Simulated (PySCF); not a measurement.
One of the candidates below gave these computed data.

All candidates are C6H15NSi.

| technique | computed result |
| --- | --- |
| 13C NMR | chemical shifts (computed TMS as zero) by class: 55.9 (1 C), 42.5 (1 C), 35.0 (1 C), 28.9 (1 C), 12.0 (1 C), 10.2 (1 C) ppm [GIAO B3LYP/pcSseg-1] |
| 1H NMR | chemical shifts (computed TMS as zero) by class: 4.09 (1 H), 3.97 (1 H), 3.10 (1 H), 2.31 (1 H), 2.08 (1 H), 1.81 (1 H), 1.38 (1 H), 1.24 (1 H), 1.18 (1 H), 1.09 (1 H), 0.76 (1 H), 0.48 (1 H), 0.34 (1 H), 0.13 (2 H) ppm [GIAO B3LYP/pcSseg-1] |
| UV, first state | lowest singlet excitation: 5.98 eV (207 nm, f = 0.009) [TDDFT B3LYP/def2-SVPD] |
| NMR, other nuclei | isotropic shieldings of nuclei other than C and H, by class: 233 (1 N), 377 (1 Si) ppm [GIAO B3LYP/pcSseg-1] |
| Triplet | lowest triplet excitation (Tamm–Dancoff): 5.73 eV [TDA B3LYP/def2-SVPD] |
| Rotational structure | rotational constants A, B, C: 2.769, 1.134, 0.919 GHz [PBE0-D3(BJ)/def2-SVP] |
| Polarisability | 106.4 au [B3LYP/def2-SVPD] |
| Dipole | 1.98 D [B3LYP/def2-SVPD] |
| UV, strongest line | among the 10 lowest singlet transitions: S4 at 7.00 eV (177 nm, f = 0.036) [TDDFT B3LYP/def2-SVPD] |

The electronic properties come from PySCF, for the isolated species, density fitting. Levels stand in brackets. The structure is a single PBE0-D3(BJ)/def2-SVP conformer in the gas phase; no vibrational or solvent corrections. Each NMR value is the plain mean over a class of atoms that symmetry, rotation or inversion makes alike.

Task: Which candidate is it?
A. `C/N=C\[SiH2]C(C)(C)C`
B. `NC[C@@H]1CCC[SiH2]C1`
C. `[H][Si](C)(C)N1CCCC1`

Result: B. It is `NC[C@@H]1CCC[SiH2]C1`. Numbering: `[NH2:1][CH2:2][C@@H:3]1[CH2:4][CH2:5][CH2:6][SiH2:7][CH2:8]1`. Its formula, C6H15NSi, gives 1 degree of unsaturation: 1 ring and 0 π bonds in the structure found. 6 carbons fall into 6 classes; from least to most shielded: chain sp3 carbon bound to nitrogen [C2] (55.9 ppm), sp3 CH carbon [C3] (42.5 ppm), ring CH2 carbon [C4] (35.0 ppm), ring CH2 carbon [C5] (28.9 ppm), ring sp3 carbon bound to silicon [C8] (12.0 ppm), ring sp3 carbon bound to silicon [C6] (10.2 ppm). Hydrogen classes from least to most shielded: 1 H on an SiH2 silicon, Si7 (4.09 ppm), 1 H on an SiH2 silicon, Si7 (3.97 ppm), 1 H on an sp3 carbon bound to nitrogen, C2 (3.10 ppm), 1 H on an sp3 carbon bound to nitrogen, C2 (2.31 ppm), 1 H on a ring CH2 carbon, C5 (2.08 ppm), 1 H on an sp3 carbon bound to silicon, C8 (1.81 ppm), 1 H on a ring CH2 carbon, C5 (1.38 ppm), 1 H on a ring CH2 carbon, C4 (1.24 ppm), 1 H on an sp3 CH carbon, C3 (1.18 ppm), 1 H on a ring CH2 carbon, C4 (1.09 ppm), 1 H on an sp3 carbon bound to silicon, C6 (0.76 ppm), 1 H on an sp3 carbon bound to silicon, C6 (0.48 ppm); 2 more classes are left out. The other shieldings belong to: 233 ppm, primary amine nitrogen [N1]; 377 ppm, SiH2 silicon [Si7]. The optimised geometry has point group C1 and is an asymmetric top.

The others, at the same levels:
- `C/N=C\[SiH2]C(C)(C)C` fails: it has 4 carbon classes against 6; its computed 13C shifts are 177.6 (1 C), 52.8 (1 C), 28.9 (3 C), 17.6 (1 C) ppm, 1H shifts are 8.41 (1 H), 4.18 (2 H), 3.68 (3 H), 1.11 (9 H) ppm and rotational constant A is 3.313 GHz (against 2.769 GHz).
- `[H][Si](C)(C)N1CCCC1` fails: it has 3 carbon classes against 6; its computed 13C shifts are 50.6 (2 C), 31.4 (2 C), -1.6 (2 C) ppm, 1H shifts are 4.75 (1 H), 2.95 (4 H), 1.65 (4 H), 0.21 (6 H) ppm and lowest singlet excitation is 5.21 eV (238 nm, f = 0.007) (against 5.98 eV).

Each candidate is one conformer, not necessarily the lowest. The conformers computed, where there is a choice (atom-mapped SMILES and torsion angles):
- `[CH3:1]/[N:2]=[CH:3]\[SiH2:4][C:5]([CH3:6])([CH3:7])[CH3:8]`: N2–C3–Si4–C5 179°, C3–Si4–C5–C6 180°

The conformers of `NC[C@@H]1CCC[SiH2]C1` aren't listed.
